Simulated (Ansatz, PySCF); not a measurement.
H3GaOS2, singlet, geometry from GFN2-xTB (such geometries of metal compounds can be far from the true shape), with bond 3-2 at 1.8 times its length. Base run: CASSCF(6,5)/6-31G run with PySCF.

The PySCF input:
```python
from pyscf import gto, scf, mcscf
import numpy

mol = gto.Mole()
mol.atom = '''
    Ga    0.210338   -0.126464    0.001862
    O     1.680121   -1.025212    0.050975
    H     2.810209   -1.808120    1.076684
    S    -0.891834    0.331867    1.909305
    H     0.002882   -0.328159    2.634192
    S    -0.406374    0.470261   -2.043042
    H    -1.500965    1.076350   -1.580734
'''
mol.basis = '6-31g'
mol.charge = 0
mol.spin = 0
mol.verbose = 4
mol.build()

mf = scf.RHF(mol)
mf.kernel()
mc = mcscf.CASSCF(mf, 5, 6)
mc.fix_spin_(ss=0.0)
mc.kernel()
occ = numpy.linalg.eigvalsh(mc.fcisolver.make_rdm1(mc.ci, mc.ncas, mc.nelecas))[::-1]
ss = mc.fcisolver.spin_square(mc.ci, mc.ncas, mc.nelecas)[0]
print('natural occupations', occ.round(4), ' <S^2>', round(ss, 4))
```

Programs used: Ansatz (a quantum-chemistry and plane-wave program), PySCF; a row that names a program was run with it.

Variants of this job, named by their change:

```tsv
change	ΔE vs base (mEh)	natural occupations	<S^2> of the state	outcome
base	0.000	2.00 1.98 1.80 0.20 0.02	0.00	converged
code = ansatz; correction = SC-NEVPT2, all electrons	-439.3	-	-	converged
fix_spin_ = off	0.000	2.00 1.98 1.80 0.20 0.02	0.00	converged
active space = 10 electrons, 8 orbitals	-	-	-	not converged
conv_tol = 1e-5	0.000	2.00 1.98 1.80 0.20 0.02	0.00	converged
code = ansatz	-1.783	-	-	converged
orbitals = fixed (CASCI)	90.726	2.00 2.00 2.00 0.00 0.00	0.00	converged
state_average = 2 states	6.888	-	-	converged
active space = 4 electrons, 4 orbitals	-	-	-	not converged
solver = newton	0.000	2.00 1.98 1.80 0.20 0.02	0.00	converged
start = MP2 natural orbitals	-	-	-	not converged
```

Active orbitals are taken around the Fermi level unless the row says otherwise; CASSCF can end in different local minima, and two programs can end on different orbitals. State-averaged rows give the lowest state.
